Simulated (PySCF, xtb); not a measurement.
Te(F)(SH) (FHSTe), SMILES F[Te]S. Atoms are numbered in the order given.

```xyz
4

Te     0.4891    -0.1984    -0.0157
F     -0.6736    -1.6832    -0.4552
S     -1.1318     1.4719     0.3633
H     -1.2605     1.9174    -0.9016
```

The structure is a stationary point at B3LYP-D3(BJ)/def2-TZVP. The def2 effective core potentials stand for the cores of Te; spin–orbit coupling is left out. Other conformers were not sampled.

Calculation: C-PCM-B3LYP/def2-SVP (PySCF).

The values are the electrostatic part of the solvation free energy, E(continuum) − E(gas) at the gas-phase geometry, in a cavity of scaled van der Waals radii (PySCF's table); cavitation and dispersion terms are not included. In vacuum the orbital gap is 4.10 eV. The dipole moment in vacuum is 2.51 D.

Estimate the values in water (ε = 78.36), ethanol (ε = 24.85), diethylether (ε = 4.24). (Estimate from the structure and the level; the computed values follow.)


```
solvent           ε  ΔG(elec) (kcal/mol)  dipole (D)  gap (eV)
------------  -----  -------------------  ----------  --------
water         78.36                 -4.8        3.19      4.14
ethanol       24.85                 -4.7        3.16      4.14
diethylether   4.24                 -3.6        3.00      4.13
```

For comparison, GFN2-xTB/ALPB(water) (xtb, at the GFN2-xTB geometry, all terms of that model) gives -4.6 kcal/mol.
